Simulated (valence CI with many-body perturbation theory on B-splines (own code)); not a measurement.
# La24+: electric-dipole lines

Method: configuration interaction combined with many-body perturbation theory (CI+MBPT): five valence electrons over a frozen Dirac-Fock core [Ar] 3d10, a basis of 11 s, 11 p, 10 d, 8 f, 5 g, 2 h functions for each j, with the one-electron correlation potential Σ1 (screened to all orders), the two-electron term Σ2, the three-electron term Σ3, Breit, model QED; selected single and double excitations, second order for the rest, scaled by the run's own slope (own B-spline code, finite nucleus).

No measured spectrum was set against this ion. As an estimate, levels hold to about 250 cm⁻¹ or 0.2 % of their energy and the worst to 1 %, as in measured heavy ions of charge 2 to 7; those with d or f electrons hold less well. Among the levels kept, up to 2200 cm⁻¹ of a level comes from second order outside the variational space, and about a tenth of that is noise between levels of different J, which matters for small intervals.

Lines 1 to 50 of 552 in falling wavelength, among levels below 2057600 cm⁻¹, chosen from the strongest by gf and those to the six lowest levels. Wavelengths and rates use the calculated energies, so an error of 2000 cm⁻¹ moves a line at 32.85 nm by 0.66 % and its rate by three times that or more. Electric multipoles are in the length gauge with retardation, E1 and E2 with the static RPA response of the core. Weak lines are less certain than strong ones. Lines between different terms over intervals too small for the method are left out, as are lines whose strength nearly cancels.

Levels are named by their leading jj configuration (3d3/2^4 stands for four electrons in 3d with j = 3/2), which in mixed levels can hold well under half, so a name can repeat and another be missing. Letters in brackets count levels of one name in rising energy.

```tsv
λ vac (nm)	Upper	Lower	A (s⁻¹)	log gf	Branch %
32.85	(4s 4p1/2^2 4p3/2^2) J=3/2	(4s^2 4p3/2^3) J=3/2	1.46e+08	-2.02	0.4
25.10	(4s^2 4p1/2^2 4d3/2) J=3/2	(4s^2 4p3/2^3) J=3/2	1.90e+08	-2.14	1.2
23.45	(4s 4p1/2^2 4p3/2^2) J=5/2	(4s^2 4p1/2 4p3/2^2) J=5/2	1.95e+09	-1.02	15.7
23.20	(4s 4p1/2^2 4p3/2 4d5/2) J=9/2	(4s^2 4p1/2 4p3/2 4d5/2) J=7/2 [a]	2.52e+09	-0.69	61.9
22.87	(4s 4p1/2 4p3/2^2 4d5/2) J=11/2	(4s^2 4p3/2^2 4d5/2) J=9/2	3.92e+09	-0.43	27.4
22.24	(4s 4p1/2 4p3/2^3) J=5/2	(4s^2 4p3/2^3) J=3/2	3.35e+09	-0.83	12.4
21.99	(4s 4p1/2^2 4p3/2^2) J=5/2	(4s^2 4p1/2 4p3/2^2) J=3/2	3.96e+09	-0.76	32.0
21.81	(4p1/2^2 4p3/2^3) J=3/2	(4s 4p1/2 4p3/2^3) J=3/2 [b]	6.92e+09	-0.70	12.8
21.70	(4s^2 4p1/2^2 4d5/2) J=5/2	(4s^2 4p3/2^3) J=3/2	6.54e+08	-1.56	1.3
21.37	(4s 4p1/2^2 4p3/2^2) J=1/2	(4s^2 4p1/2 4p3/2^2) J=1/2	6.16e+09	-1.07	16.0
20.30	(4s 4p1/2 4p3/2^3) J=1/2	(4s^2 4p3/2^3) J=3/2	2.47e+09	-1.51	3.2
20.15	(4s 4p1/2^2 4p3/2^2) J=3/2	(4s^2 4p1/2 4p3/2^2) J=5/2	5.06e+09	-0.91	12.3
19.95	(4s 4p1/2 4p3/2^3) J=3/2 [b]	(4s^2 4p3/2^3) J=3/2	3.32e+09	-1.10	6.4
19.60	(4p1/2^2 4p3/2^3) J=3/2	(4s 4p1/2 4p3/2^3) J=5/2	1.37e+10	-0.50	25.3
19.47	(4s 4p1/2^2 4p3/2 4d5/2) J=7/2 [b]	(4s^2 4p1/2 4p3/2 4d5/2) J=9/2	4.65e+09	-0.67	13.9
19.38	(4s 4p1/2 4p3/2^2 4d5/2) J=9/2 [d]	(4s^2 4p3/2^2 4d5/2) J=9/2	3.91e+09	-0.66	9.8
19.06	(4s 4p1/2^2 4p3/2^2) J=3/2	(4s^2 4p1/2 4p3/2^2) J=3/2	1.61e+09	-1.45	3.9
18.77	(4s 4p1/2^2 4p3/2^2) J=1/2	(4s^2 4p1/2 4p3/2^2) J=3/2	2.74e+08	-2.54	0.7
17.37	(4s^2 4p1/2 4p3/2 4d3/2) J=3/2 [a]	(4s^2 4p3/2^3) J=3/2	2.54e+09	-1.34	2.1
17.22	(4s 4p1/2 4p3/2^3) J=3/2 [a]	(4s^2 4p1/2 4p3/2^2) J=1/2	7.33e+08	-1.89	1.4
16.92	(4s 4p1/2 4p3/2^2 4d5/2) J=9/2 [a]	(4s^2 4p1/2 4p3/2 4d5/2) J=7/2 [a]	6.57e+09	-0.55	49.4
16.78	(4s 4p1/2 4p3/2^2 4d5/2) J=7/2 [a]	(4s^2 4p1/2 4p3/2 4d5/2) J=7/2 [a]	5.27e+09	-0.75	22.0
16.55	(4s 4p1/2 4p3/2^2 4d5/2) J=9/2 [a]	(4s^2 4p1/2 4p3/2 4d3/2) J=7/2	4.78e+09	-0.71	35.9
16.47	(4s 4p1/2^2 4p3/2^2) J=5/2	(4s^2 4p1/2^2 4p3/2) J=3/2	6.47e+09	-0.80	52.2
16.47	(4s 4p1/2 4p3/2^2 4d5/2) J=9/2 [b]	(4s^2 4p1/2 4p3/2 4d5/2) J=7/2 [a]	8.10e+09	-0.48	68.0
16.42	(4s 4p1/2 4p3/2^2 4d5/2) J=11/2	(4s^2 4p1/2 4p3/2 4d5/2) J=9/2	1.04e+10	-0.30	72.6
16.34	(4s 4p1/2 4p3/2^2 4d5/2) J=9/2 [c]	(4s^2 4p1/2 4p3/2 4d5/2) J=9/2	6.13e+09	-0.61	48.4
16.20	(4s 4p1/2 4p3/2^3) J=3/2 [a]	(4s^2 4p1/2 4p3/2^2) J=5/2	1.66e+09	-1.58	3.2
16.20	(4s 4p1/2 4p3/2^2 4d3/2) J=7/2 [c]	(4s^2 4p1/2 4p3/2 4d3/2) J=5/2 [b]	8.19e+09	-0.59	2.6
16.16	(4s^2 4p1/2^2 4d3/2) J=3/2	(4s^2 4p1/2 4p3/2^2) J=3/2	3.83e+09	-1.22	25.1
16.12	(4s^2 4p1/2 4p3/2 4d5/2) J=5/2 [a]	(4s^2 4p3/2^3) J=3/2	1.00e+09	-1.63	0.7
16.04	(4s 4p3/2^3 4d5/2) J=9/2 [a]	(4s^2 4p3/2^2 4d5/2) J=9/2	5.91e+09	-0.64	14.9
15.89	(4s 4p1/2 4p3/2^2 4d5/2) J=9/2 [d]	(4s^2 4p1/2 4p3/2 4d5/2) J=7/2 [b]	4.69e+09	-0.75	11.8
15.88	(4s^2 4p1/2 4p3/2 4d5/2) J=3/2 [a]	(4s^2 4p3/2^3) J=3/2	9.62e+08	-1.84	0.4
15.68	(4s 4p3/2^3 4d3/2) J=7/2	(4s^2 4p3/2^2 4d3/2) J=7/2	5.90e+09	-0.76	1.7
15.59	(4s 4p1/2 4p3/2^3) J=5/2	(4s^2 4p1/2 4p3/2^2) J=5/2	1.40e+10	-0.51	51.9
15.56	(4s 4p1/2 4p3/2^2 4d5/2) J=3/2 [b]	(4s^2 4p1/2 4p3/2 4d3/2) J=5/2 [b]	1.43e+10	-0.68	5.3
15.53	(4s 4p1/2 4p3/2^2 4d5/2) J=5/2 [e]	(4s^2 4p1/2 4p3/2 4d5/2) J=3/2 [b]	1.08e+10	-0.63	14.5
15.49	(4s 4p1/2 4p3/2^3) J=3/2 [a]	(4s^2 4p1/2 4p3/2^2) J=3/2	2.33e+10	-0.47	45.0
15.43	(4s 4p1/2 4p3/2^3) J=1/2	(4s^2 4p1/2 4p3/2^2) J=1/2	1.76e+10	-0.90	22.9
15.38	(4s 4p3/2^3 4d5/2) J=7/2 [c]	(4s^2 4p3/2^2 4d5/2) J=5/2 [a]	6.06e+09	-0.76	3.6
15.32	(4s^2 4p1/2^2 4d5/2) J=5/2	(4s^2 4p1/2 4p3/2^2) J=5/2	5.03e+09	-0.97	10.1
15.28	(4s 4p1/2 4p3/2^2 4d5/2) J=5/2 [f]	(4s^2 4p1/2 4p3/2 4d5/2) J=5/2 [b]	1.28e+10	-0.57	3.2
15.27	(4s 4p1/2^2 4p3/2 4d3/2) J=5/2 [b]	(4s 4p1/2 4p3/2^3) J=3/2 [a]	1.05e+10	-0.66	26.2
15.26	(4p1/2^2 4p3/2^3) J=3/2	(4s 4p1/2^2 4p3/2^2) J=3/2	1.60e+10	-0.65	29.6
15.24	(4s^2 4p1/2 4p3/2 4d3/2) J=5/2 [b]	(4s^2 4p3/2^3) J=3/2	4.36e+08	-2.04	0.1
15.23	(4s 4p3/2^3 4d5/2) J=9/2 [b]	(4s^2 4p3/2^2 4d5/2) J=9/2	2.50e+10	-0.06	27.3
15.23	(4s 4p1/2 4p3/2^3) J=3/2 [b]	(4s^2 4p1/2 4p3/2^2) J=1/2	4.19e+09	-1.23	8.1
15.20	(4s 4p1/2 4p3/2^2 4d5/2) J=3/2 [a]	(4s^2 4p1/2 4p3/2 4d5/2) J=5/2 [a]	1.38e+10	-0.72	6.3
15.18	(4s 4p3/2^3 4d3/2) J=5/2 [a]	(4s^2 4p3/2^2 4d3/2) J=5/2	1.36e+10	-0.55	3.6
```

How does gf follow from A for the line at 15.53 nm?

gf = 1.4992 × (2J+1)_upper × A / σ², with σ = 644060 cm⁻¹ and 2J+1 = 6: gf = 0.234.
